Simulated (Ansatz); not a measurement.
`N[Si](F)([SiH3])Cl` and `F[Si](F)([SiH3])Cl` differ in one atom or group.

Ansatz, PBE0-D4/def2-TZVP geometries, multiplicity 1. Each molecule was computed in one conformer, which needn't be the lowest.

```tsv
property	`N[Si](F)([SiH3])Cl`
HOMO energy (ωB97M-V/def2-TZVPP) / eV	-10.32
HOMO energy (PBE0/def2-TZVPP) / eV	-8.12
HOMO energy (PBE/def2-TZVPP) / eV	-6.70
size of the dipole moment (PBE/def2-TZVPP) / D	2.31
LUMO energy (PBE0/def2-TZVPP) / eV	-0.25
size of the dipole moment (ωB97M-V/def2-TZVPP) / D	2.34
```

(1) Give the same properties after the change, and the shifts. (An estimate is asked.)

Answers

(1) The calculation gave: 
| property | `F[Si](F)([SiH3])Cl` | shift |
| --- | --- | --- |
| HOMO energy (ωB97M-V/def2-TZVPP) / eV | -11.07 | -0.75 |
| HOMO energy (PBE0/def2-TZVPP) / eV | -9.02 | -0.90 |
| HOMO energy (PBE/def2-TZVPP) / eV | -7.75 | -1.05 |
| size of the dipole moment (PBE/def2-TZVPP) / D | 1.77 | -0.54 |
| LUMO energy (PBE0/def2-TZVPP) / eV | -0.43 | -0.18 |
| size of the dipole moment (ωB97M-V/def2-TZVPP) / D | 1.89 | -0.45 |

With PBE0 the HOMO falls by 0.90 eV and the LUMO falls by 0.18 eV, so the gap widens by about 0.72 eV. PBE moves the HOMO by -1.05 eV and ωB97M-V by -0.75 eV. The zero-point energy changes by -60.4 kJ/mol with -6 modes. Dipoles are sizes alone; their direction can turn.
